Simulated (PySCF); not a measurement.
**Dipole response of Kr(2+) (krypton, charge +2)**

[Ar] 3d10 4s2 4p4, high-spin 3P determinant. Calculation: PySCF 2.14, in aug-cc-pVQZ-PP with ECP10MDF; scalar relativity through the core potential. Coupled (time-dependent) response in atomic units; α is the mean over directions.

```tsv
method	mean α (bohr³)	α xx, yy, zz	C₆ (like pair)	S(−4)
CAM-B3LYP	7.485	7.441, 7.573, 7.441	36.56	10.83
```

S(−4) is the Cauchy moment in α(ω) = α(0) + S(−4) ω² + …

Spin-orbit coupling is absent.

α(iu) at CAM-B3LYP:

```csv
u (hartree),α(iu) (bohr³)
0,7.485
0.0500,7.458
0.100,7.378
0.200,7.078
0.300,6.632
0.500,5.538
0.750,4.224
1.00,3.201
1.50,1.936
2.00,1.279
3.00,0.6823
5.00,0.3017
```

A single London oscillator, α(iu) = α/(1 + u²/ω²), gives C₆ = (3/4) ω α². Matching the computed C₆ needs ω = 4 × 36.56 / (3 × 7.485²) = 0.870 hartree.

For an ion, C₆ is the dispersion term alone; charge-induced terms of lower order in 1/R come first.

The components differ because the open shell of this determinant is not spherical; for a pure term their mean is the scalar polarisability.

Energies and moments cover only the electrons outside the core potential.
